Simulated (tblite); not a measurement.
Compound: C2H7BClN3.
Atom-mapped SMILES: `[CH3:1][NH2+:2][B@@-:3]([NH2:4])([Cl:5])[C:6]#[N:7]` (hydrogens: H8, H9, H10 on C1; H11, H12 on N2; H13, H14 on N4)
Bond orders are those of one Lewis drawing.

Computed with GFN2-xTB (tblite), gas phase: L-BFGS steps from a force-field or distance-geometry start until the largest atomic force falls under 0.01 eV/Å.

Step 73: E = -609.5741 eV
```
atom  x, y, z in Å  |  force x, y, z in eV/Å
C1     -1.7218   -0.3475    0.4798    0.069  -0.037   0.001
N2     -0.6834    0.6053    0.0726   -0.038  -0.033   0.005
B3      0.7796   -0.0853   -0.4586    0.029   0.034   0.059
N4      1.4772   -0.5074    0.7513   -0.034   0.041  -0.001
Cl5     0.2102   -1.4262   -1.6326    0.019   0.018  -0.031
C6      1.4963    1.0439   -1.2471   -0.061  -0.038  -0.048
N7      2.0309    1.8545   -1.8580    0.024   0.035   0.005
H8     -1.9999   -0.9556   -0.3800    0.030   0.041   0.036
H9     -1.3108   -1.0057    1.2422    0.004   0.024  -0.002
H10    -2.6027    0.1549    0.8763   -0.014   0.066  -0.017
H11    -0.4001    1.1814    0.8637   -0.040  -0.004  -0.017
H12    -1.0274    1.2128   -0.6687   -0.038  -0.031  -0.012
H13     1.2938   -1.4273    1.1122    0.020  -0.089   0.007
H14     2.4576   -0.2981    0.8247    0.030  -0.028   0.015
```

Step 74: E = -609.5752 eV
```
atom  x, y, z in Å  |  force x, y, z in eV/Å
C1     -1.7163   -0.3498    0.4835    0.033  -0.010   0.007
N2     -0.6843    0.6066    0.0715   -0.031   0.000   0.004
B3      0.7781   -0.0838   -0.4590    0.016   0.028   0.052
N4      1.4714   -0.5142    0.7491    0.012   0.041   0.019
Cl5     0.2006   -1.4147   -1.6416    0.036   0.014  -0.031
C6      1.4987    1.0454   -1.2445   -0.035  -0.026  -0.068
N7      2.0392    1.8502   -1.8586    0.000   0.011   0.033
H8     -1.9903   -0.9608   -0.3752    0.029   0.017   0.038
H9     -1.3020   -1.0008    1.2501   -0.002   0.020  -0.006
H10    -2.6013    0.1507    0.8745   -0.006   0.055  -0.007
H11    -0.4059    1.1919    0.8571   -0.025  -0.015   0.009
H12    -1.0325    1.2092   -0.6713   -0.046  -0.033  -0.043
H13     1.2949   -1.4355    1.1105    0.004  -0.072  -0.020
H14     2.4492   -0.2947    0.8320    0.016  -0.031   0.013
```

Step 75: E = -609.5761 eV
```
atom  x, y, z in Å  |  force x, y, z in eV/Å
C1     -1.7123   -0.3516    0.4861   -0.018   0.031   0.017
N2     -0.6850    0.6067    0.0701   -0.019   0.028  -0.010
B3      0.7772   -0.0818   -0.4577    0.000   0.016   0.025
N4      1.4675   -0.5180    0.7492    0.037   0.032   0.034
Cl5     0.1962   -1.4067   -1.6486    0.045   0.012  -0.025
C6      1.4997    1.0462   -1.2437   -0.011  -0.010  -0.064
N7      2.0443    1.8480   -1.8585   -0.018  -0.009   0.047
H8     -1.9856   -0.9633   -0.3714    0.026  -0.012   0.028
H9     -1.2953   -0.9980    1.2545   -0.008   0.010   0.000
H10    -2.5991    0.1502    0.8739    0.012   0.030   0.000
H11    -0.4106    1.1977    0.8523   -0.012  -0.010   0.029
H12    -1.0369    1.2051   -0.6742   -0.042  -0.037  -0.053
H13     1.2951   -1.4409    1.1100   -0.006  -0.050  -0.042
H14     2.4441   -0.2941    0.8358    0.013  -0.031   0.013
```

Step 76: E = -609.5770 eV
```
atom  x, y, z in Å  |  force x, y, z in eV/Å
C1     -1.7083   -0.3531    0.4892   -0.050   0.052   0.021
N2     -0.6862    0.6070    0.0679    0.000   0.053  -0.011
B3      0.7757   -0.0792   -0.4561   -0.012   0.003  -0.010
N4      1.4631   -0.5204    0.7504    0.052   0.021   0.040
Cl5     0.1940   -1.3989   -1.6564    0.048   0.008  -0.012
C6      1.5005    1.0462   -1.2438    0.013   0.011  -0.045
N7      2.0507    1.8459   -1.8566   -0.034  -0.026   0.051
H8     -1.9817   -0.9658   -0.3666    0.020  -0.036   0.019
H9     -1.2872   -0.9955    1.2583   -0.016   0.007   0.006
H10    -2.5954    0.1503    0.8752    0.015   0.007   0.011
H11    -0.4154    1.2030    0.8474   -0.003  -0.004   0.030
H12    -1.0431    1.2002   -0.6784   -0.032  -0.037  -0.056
H13     1.2933   -1.4456    1.1080   -0.009  -0.025  -0.057
H14     2.4394   -0.2945    0.8394    0.006  -0.034   0.013
```

Task: Estimate the geometry and energy of step 77. (The exact step hangs on the optimiser's Hessian estimate; all steps are aligned on step 76, rigid shifts and turns removed.)

Result: E = -609.5781 eV, largest force 0.105 eV/Å
```
atom  x, y, z in Å  |  force x, y, z in eV/Å
C1     -1.7028   -0.3546    0.4938   -0.075   0.069   0.026
N2     -0.6884    0.6090    0.0642    0.012   0.058  -0.018
B3      0.7728   -0.0755   -0.4548   -0.017  -0.008  -0.043
N4      1.4561   -0.5221    0.7527    0.054   0.004   0.034
Cl5     0.1927   -1.3882   -1.6678    0.046   0.001   0.007
C6      1.5022    1.0454   -1.2440    0.037   0.038  -0.012
N7      2.0613    1.8425   -1.8522   -0.043  -0.033   0.042
H8     -1.9759   -0.9709   -0.3590    0.007  -0.049   0.011
H9     -1.2754   -0.9923    1.2628   -0.017   0.006   0.018
H10    -2.5896    0.1493    0.8807    0.016  -0.020   0.012
H11    -0.4211    1.2110    0.8404    0.000   0.007   0.019
H12    -1.0529    1.1929   -0.6862   -0.011  -0.035  -0.041
H13     1.2882   -1.4510    1.1030   -0.008  -0.001  -0.066
H14     2.4324   -0.2958    0.8442   -0.002  -0.037   0.011
```

The energy changes by -0.0011 eV. The first-order estimate −F·Δx gives -0.0015 eV and the mean of the old and new forces, exact on a quadratic surface, -0.0011 eV. The step makes an angle of 78° with the force vector and moves no atom by more than 0.016 Å.

The cost below is that of the whole relaxation. On Intel Xeon at 2.50 GHz, one thread, no GPU, shared host with 64 logical CPUs at a one-minute load of 57, this took 6.8 s wall, 2.6 s CPU.
